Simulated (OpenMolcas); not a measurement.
**Lines of Rh+: computed and rescaled rates**

- Program: OpenMolcas 26.06
- Method: MS-CASPT2, IPEA 0.25 Eh, imaginary shift 0.1 Eh (closed shells correlated: 4s 4p)
- Basis: ANO-RCC-VTZP [7s6p4d2f1g]
- Scalar Hamiltonian: DKH2, point nucleus
- Active space: 8 electrons in 6 orbitals (4d 5s)
- State averaging: 2S+1 = 3 even, 55 roots; 2S+1 = 5 even, 10 roots kept (CI in the orbitals of an earlier block); 2S+1 = 1 even, 43 roots kept (CI in the orbitals of an earlier block)
- Spin-orbit coupling: RASSI with atomic mean-field integrals over the reference wave functions, term energies averaged over their components

Rates come from the transition moments of the reference wave functions (E1 and E2 in the length form). At fixed line strength A goes as λ^-3 for E1 and M1 and as λ^-5 for E2, so a rate at the computed wavelength can be rescaled to the measured one. Measured vacuum wavelengths follow from level energies in NIST Handbook of Basic Atomic Spectroscopic Data. Branching counts decays inside the model space alone, at computed energies, and the table is only a selection of the E2 and M1 lines, drawn from those between levels with measured partners whose computed energy lies within a factor of 1.5 of the measured one.

```tsv
Upper	Lower	Type	λ computed (nm)	λ measured (nm)	A computed (s-1)	A rescaled (s-1)	Branching %
4d8 3P0	4d8 3P1	M1	37340	40680	1.03e-03	7.97e-04	28.3
4d7 5s 5F1	4d7 5s 5F2	M1	19140	18760	1.52e-02	1.61e-02	65.2
4d7 5s 5F2	4d7 5s 5F3	M1	11950	11700	5.62e-02	5.99e-02	91.2
4d8 3F2	4d8 3F3	M1	9127	8479	4.07e-02	5.08e-02	100.0
4d7 5s 5F3	4d7 5s 5F4	M1	8256	7987	1.27e-01	1.40e-01	95.8
4d7 5s 5F4	4d7 5s 5F5	M1	6379	6040	1.50e-01	1.77e-01	92.8
4d8 3P1	4d8 3P2 [65 %]	M1	4455	4254	1.73e-01	1.99e-01	67.0
4d8 3F3	4d8 3F4	M1	3962	4164	4.17e-01	3.59e-01	100.0
4d8 1D2 [63 %]	4d8 3P2 [65 %]	M1	2811	2874	4.60e-01		28.0
4d8 3P2 [65 %]	4d8 3F2	M1	2712	2182	1.78e-01		32.7
4d8 3P2 [65 %]	4d8 3F3	M1	2091	1735	3.62e-01		66.8
4d8 3P1	4d8 3F2	M1	1686	1442	8.22e-02		31.9
4d8 3P0	4d8 3F2	E2	1613	1393	2.59e-03	5.39e-03	71.5
4d8 1D2 [63 %]	4d8 3F3	M1	1199	1082	1.10e+00		66.7
4d8 1G4	4d8 3F3	M1	864.4	802.9	2.30e-01		25.0
4d8 1G4	4d8 3F4	M1	709.6	673.2	6.88e-01		74.7
4d7 5s 5F5	4d8 3F4	E2	701.6	592.2	2.25e-03		85.6
4d7 5s 3F3(1)	4d8 3F3	E2	457.4	399.4	2.17e+00	4.27e+00	43.5
4d7 5s 3F2(1)	4d8 3F2	E2	453.6	396	2.44e+00	4.81e+00	54.1
4d7 5s 3F4(1)	4d8 3F4	E2	448.5	394.1	3.74e+00	7.14e+00	82.5
4d7 5s 3F2(1)	4d8 3F3	E2	432.1	378.3	1.40e+00	2.72e+00	30.9
4d7 5s 3F3(1)	4d8 3F4	E2	410	364.4	1.88e+00	3.39e+00	37.8
```

Spin-changing lines and M1 lines between different terms are not rescaled, since their strength hangs on the term gaps too.

The largest correction is for 4d8 3P0 → 4d8 3F2 (E2): 2.59e-03 × (1613 / 1393)^5 = 5.39e-03 s-1, a factor of 2.08.

The computed rate and branching of 4d8 3F3 → 4d8 3F4 give the upper level a radiative lifetime of 1.000 / 4.17e-01 s-1 = 2.40e+00 s, counting decays inside the model space alone. The rescaled rate gives about 2.8e+00 s.

These are rates of the free ion; in crystals, glasses and complexes forced electric-dipole and non-radiative decay shorten such lifetimes by orders of magnitude. No measured rate stands beside these. Rescaling mends the energy factor alone: line strengths can still be far off where a level mixes with configurations outside the active space, and weak or spin-changing lines hang on small mixing coefficients that depend on the term gaps too, so rescaling need not improve them.

Term energies are means over components that CASPT2 splits; among the terms shown or strongly mixed into the levels shown the widest spread is 1900 cm-1 (4d8 1G). Terms from blocks run as CI alone lack orbitals of their own. A single d shell beside an s shell can misplace configurations of different d count against each other. Measured partners are found by configuration, term and J. A level has none where our copy of the source lacks it or the pairing is in doubt (some pairs that miss far off the trend of their configuration count as doubtful). Levels of configurations outside the active space are missing.

A share in square brackets marks a mixed level and gives the weight of the term that names it. A number in round brackets counts repeated terms of one configuration in the order of the reference energies.
